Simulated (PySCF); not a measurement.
Members of one series of related molecules.

All values: PBE0/def2-SVPD (PySCF) at PBE0-D3(BJ)/def2-SVP geometries, gas phase, one conformer each. Core orbitals are frozen in the response; Δα² is half the sum of the squared differences of the principal polarisabilities. Atoms past krypton carry effective core potentials.

Question: Rank by HOMO energy, lowest first.
A. `C[O][Ti]([I])([I])[O]C` (TiI2(OMe)2)
B. `C[CH2][Ti]([CH2]C)([O]C)[O]C` (TiEt2(OMe)2)
C. `C[O][Ti]([F])([F])[O]C` (TiF2(OMe)2)
D. `C[O][Ti]([NH2])([NH2])[O]C` (Ti(NH2)2(OMe)2)

Answer: C (-8.73 eV), A (-7.17 eV), D (-6.86 eV), B (-6.69 eV).

Question: Rank by dipole moment, lowest first.
A. TiF2(OMe)2, `C[O][Ti]([F])([F])[O]C`
B. TiI2(OMe)2, `C[O][Ti]([I])([I])[O]C`
C. Ti(NH2)2(OMe)2, `C[O][Ti]([NH2])([NH2])[O]C`
D. TiEt2(OMe)2, `C[CH2][Ti]([CH2]C)([O]C)[O]C`

Answer: C (0.38 D), D (1.84 D), A (4.04 D), B (4.61 D).

All values together:

| SMILES | formula | μ (D) | HOMO (eV) | LUMO (eV) | α (Å³) | Δα (Å³) | electrons | α per electron (Å³) | ΔSCF removal energy (eV) |
| --- | --- | --- | --- | --- | --- | --- | --- | --- | --- |
| C[O][Ti]([I])([I])[O]C | C2H6I2O2Ti | 4.61 | -7.17 | -2.62 | 22.83 | 4.30 | 162 | 0.141 | 8.84 |
| C[O][Ti]([F])([F])[O]C | C2H6F2O2Ti | 4.04 | -8.73 | -1.46 | 10.61 | 3.67 | 74 | 0.143 | – |
| C[O][Ti]([NH2])([NH2])[O]C | C2H10N2O2Ti | 0.38 | -6.86 | -0.68 | 13.98 | 2.15 | 74 | 0.189 | – |
| C[CH2][Ti]([CH2]C)([O]C)[O]C | C6H16O2Ti | 1.84 | -6.69 | -0.89 | 19.25 | 2.12 | 90 | 0.214 | – |

Conformers: `C[O][Ti]([NH2])([NH2])[O]C` (singlet state); `C[CH2][Ti]([CH2]C)([O]C)[O]C` (singlet state).

A dash marks a removal energy that wasn't run or isn't settled.
